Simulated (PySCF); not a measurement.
trichloro(chlorosilyl)silane (Cl4H2Si2), SMILES Cl[SiH2][Si](Cl)(Cl)Cl. Atoms are numbered in the order given.

```xyz
8

Si     1.2132     1.3540     0.0000
Cl    -0.1834     2.8758     0.0000
Si     0.0066    -0.6177     0.0000
Cl    -1.1782    -0.7189     1.6647
Cl    -1.1782    -0.7189    -1.6647
Cl     1.2938    -2.2142     0.0000
H      2.0525     1.4443     1.2218
H      2.0525     1.4443    -1.2218
```
Charge 0, spin multiplicity 1.

The structure is a stationary point at ωB97X-D3(BJ)/def2-SVP. The values are those of a single conformer.

Two levels are set side by side: PBE/pcSseg-1 (PySCF) and PBE0/pcSseg-1 (PySCF). GIAO shifts against HCl (³⁵Cl), TMS (²⁹Si), TMS (¹H) at the same level; non-relativistic, no solvent, atoms listed together averaged. Without spin–orbit terms, shifts of atoms bonded to Cl or Br come out too high at both levels. Differences are taken from unrounded values.

| quantity | PBE0 | PBE | PBE minus PBE0 |
|---|---|---|---|
| δ(²⁹Si) of Si1 (ppm) | -26.6 | -28.0 | -1.5 |
| δ(³⁵Cl) of Cl2 (ppm) | -97.8 | -85.0 | 12.7 |
| δ(²⁹Si) of Si3 (ppm) | 36.1 | 35.9 | -0.2 |
| δ(³⁵Cl) of Cl4, Cl5, Cl6 (ppm) | 150.0 | 181.0 | 31.0 |
| δ(¹H) of H7, H8 (ppm) | 5.30 | 5.44 | 0.14 |

Rough cost on one machine, each run with all the roots and properties that it gave: PBE0 against PBE within a factor of 2.
